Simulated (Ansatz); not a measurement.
Relaxed structures of GaBH₃F, closed shell (PBE0-D4/def2-TZVP; forces vanish, vibrations not checked; lower isomers may exist, and structures with a doubtful reference or unclear bonds are left out; Å). Ansatz 0.2.0; basis: def2-TZVPP; cores frozen in the correlated methods. Filled d shells of the heavier atoms are correlated. The def2 sets are not built for correlating such inner shells, so the correlated values are less sure here.

Q: Rank them by CCSD(T) energy, lowest first, and give each one's height above the lowest. Links in brackets join atoms within 1.22 times the sum of their covalent radii (1.1 for two metals). (An estimate is asked for; the value comes from the calculation.)
A.
GaBH₃F ([F][BH][GaH2])
```
6
angstrom
B 0.6559 -0.3629 0.6279
Ga -0.7600 0.4383 -0.7167
F 1.1390 -1.5851 0.4545
H -2.3097 0.2807 -0.4846
H -0.3287 1.2769 -1.9780
H 1.0852 0.2254 1.5905
```
B.
GaBH₃F ([BH2][GaH][F])
```
6
angstrom
B -0.7624 0.4599 -0.7057
Ga 0.6288 -0.2443 0.6701
F 1.1832 -1.8880 0.3171
H -1.9358 0.2916 -0.5498
H -0.4252 1.0520 -1.6880
H 1.3114 0.3288 1.9563
```
C.
a complex of GaBH₂ ([BH2][Ga]) + HF
```
6
angstrom
B -1.1825 0.0397 -1.5352
Ga 0.1844 -0.0577 0.2046
F 2.2291 -0.1988 2.8108
H -2.3322 -0.3061 -1.4761
H -0.8328 0.4425 -2.6123
H 1.6484 -0.1595 2.0700
```
D.
GaBH₃F ([F][BH2][GaH])
```
6
angstrom
B -0.5457 -0.1744 -0.5277
Ga 0.3982 0.5187 1.2172
F -1.8069 -0.1114 -0.9701
H -0.1021 -1.2479 -0.1173
H 0.3152 0.5330 -1.0526
H 1.9411 0.3808 1.6478
```

A: By the calculation: A (0.00 kcal/mol), D (3.32 kcal/mol), B (7.28 kcal/mol), C (49.82 kcal/mol). Heights count from the lowest.

T1 diagnostic: at most 0.016. The restricted Hartree–Fock reference is unstable towards an unrestricted one at one or more of these structures.

For scale, one of the runs: CCSD(T)/def2-TZVPP, 152 basis functions, launched by `ansatz run in.yaml --threads 2 --pin off --events-out ev --progress --plain --max-ram 4352MiB`. Time: 31 s of wall clock on 2 CPU threads of an Arm Neoverse V1; the host was shared. Peak host memory: 1 GiB.
